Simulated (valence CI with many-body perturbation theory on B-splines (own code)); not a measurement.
Results of a calculation; reference values are marked as such.
Ce8+: what the settings do

Method: valence CI with perturbative core correlation (CI+MBPT): four valence electrons over a frozen Dirac-Fock core [Kr] 4d10, radial functions for each j: 5 s, 5 p, 5 d, 5 f, 2 g, with the one-electron correlation potential Σ1, the two-electron term Σ2, the three-electron term Σ3, Breit, model QED; selected CI, second order for the rest, scaled by the run's own slope (own B-spline code, finite nucleus).

No measured levels were compared; by estimate levels hold to about 250 cm⁻¹ or 0.2 % of their energy and the worst to 1 %, as in measured heavy ions of charge 2 to 7; those with d or f electrons hold less well.

The reference run has the lowest level (5s^2 5p1/2^2) J=0 and an ionisation energy of 125.567 eV. Its largest variational space holds 10000 state functions.

Levels are named by their leading jj configuration (3d3/2^4 stands for four electrons in 3d with j = 3/2), which in mixed levels can hold well under half, so a name can repeat and another be missing.

Changed runs:
A. highest l in the core sums 6 → 7
B. selection threshold (hartree) 2e-08 → 1e-05
C. factor on the speed of light 1 → 100; QED terms on → off
D. scale of Σ1 1 → 2 (bad on purpose)

Excitation energies of the reference run in cm⁻¹, and shifts in cm⁻¹:

```
                 Level  Reference       A         B       D
(5s^2 5p1/2 5p3/2) J=1      23575    -5.9         0    +874
(5s^2 5p1/2 5p3/2) J=2      30140    +3.2      -6.1    +811
    (5s^2 5p3/2^2) J=2      59033     +17      -4.3   +1060
(4f5/2 5s^2 5p1/2) J=3      72327    +368       -19   -7092
(4f7/2 5s^2 5p1/2) J=3      76861    +364       -18   -6793
(4f5/2 5s^2 5p1/2) J=2      78056    +345       -24   -6425
(4f7/2 5s^2 5p1/2) J=4      78837    +365       -25   -6757
    (5s^2 5p3/2^2) J=0      80923    -0.3      -0.5   +1827
(4f5/2 5s^2 5p3/2) J=3     100705    +361       -25   -6179
(4f7/2 5s^2 5p3/2) J=4     103802    +360       -29   -5979
(4f7/2 5s^2 5p3/2) J=5     107844    +362      -8.8   -5745
(4f7/2 5s^2 5p3/2) J=3     108425    +359       -24   -5890
Ionisation energy (eV)    125.567  -0.009  +0.00068  +1.649
```

Run C ends with another lowest level, (5s^2 5p1/2 5p3/2) J=1, and an ionisation energy of 122.410 eV.
